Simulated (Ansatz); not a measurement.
```xyz
13

C    -0.039   -1.627    1.830
Sc    0.569   -0.414    0.102
N     2.344   -0.743   -0.703
O    -0.604    0.903   -0.598
Si   -1.639    2.021   -1.166
H     0.801   -2.180    2.269
H    -0.797   -2.374    1.555
H    -0.484   -1.026    2.634
H     3.011   -1.432   -0.374
H     2.762   -0.279   -1.500
H    -2.764    1.372   -1.896
H    -2.209    2.829   -0.051
H    -0.951    2.951   -2.105
```

Total charge 0; spin multiplicity 1.

**Question.** List the CAM-B3LYP/def2-TZVPP orbital energies in eV (Ansatz). (Estimate.)

**Answer.** Computed: Occupied: -4402.32, -1800.99, -521.79, -481.62, -397.95, -397.88, -397.84, -390.45, -277.24, -145.48, -100.83, -100.80, -100.80, -59.44, -37.51, -37.49, -37.22, -27.65, -24.09, -19.76, -16.28, -14.41, -12.79, -12.13, -12.07, -11.85, -11.82, -11.46, -9.94, -9.89, -8.74, -8.31. Lowest empty: -0.86, 0.43, 0.95, 1.02, 1.21, 1.54, 1.62, 1.71.
